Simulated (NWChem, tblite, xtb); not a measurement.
# Si2H5ClO2 (SMILES O[SiH2]O[SiH2]Cl): the dipole moment, rung by rung

Si2H5ClO2 has 10 atoms, charge 0, and is taken as a singlet. SMILES: `O[SiH2]O[SiH2]Cl`. The shape is that of a PBE0-D4/def2-TZVP optimisation. This is one conformer, not always the lowest.

```xyz
10

O     1.1480    1.6969    0.3136
Si    1.4006    0.0816    0.3179
O     0.1773   -0.7300   -0.4209
Si   -1.4272   -0.7159   -0.6318
Cl   -2.2946    0.5208    0.7745
H     0.4359    2.0421    0.8554
H     2.6286   -0.1490   -0.4660
H     1.5043   -0.4408    1.7024
H    -1.9709   -2.0725   -0.4216
H    -1.7770   -0.1726   -1.9601
```

Each level gives the dipole moment (D). The values are calculated.

```csv
level,kind,program,value (D),CPU time
GFN1-xTB,semi-empirical,tblite,1.01,under 2 s
GFN2-xTB,semi-empirical,xtb,0.91,under 2 s
IPEA1-xTB,semi-empirical,tblite,0.48,under 2 s
GFN0-xTB,semi-empirical,xtb,0.37,under 2 s
HF/STO-3G,Hartree–Fock,NWChem,2.07,4.5 s
HF/3-21G,Hartree–Fock,NWChem,1.41,5 s
B3LYP/6-31G* (spherical functions),global hybrid,NWChem,0.71,34 s
B3LYP/6-31G* (Cartesian functions),global hybrid,NWChem,0.71,35 s
CAM-B3LYP/pcseg-1,range-separated hybrid,NWChem,0.84,97 s
```

The values span 0.37 to 2.07 D. Magnitudes only. Sets without polarisation functions give poor dipoles. CPU times are rough (shared hosts, several kinds of processor and program).
